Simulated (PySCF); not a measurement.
CH5BO, SMILES COB.

The structure is a stationary point at PBE0-D3(BJ)/def2-TZVP.

The numbers are results of ωB97X/def2-TZVPD run with PySCF, not measurements.

Q: Estimate the frontier levels, gap, dipole moment and polarisability. (Estimate from the structure and the level; the computed values follow.)

A: 
```
Item                                                                                                           Result
---------------------------------------------------------------------------------------------  ----------------------
highest occupied level                                                                                      -11.12 eV
lowest empty level                                                                                            1.71 eV
orbital gap                                                                                                  12.83 eV
dipole moment                                                                                                  1.63 D
quadrupole, principal values (traceless, Buckingham form, about the centre of nuclear charge)   -2.30, 0.67, 1.63 D·Å
mean static polarisability                                                                       33.5 bohr³ (4.97 Å³)
polarisability, principal values                                                               27.8, 32.1, 40.8 bohr³
```
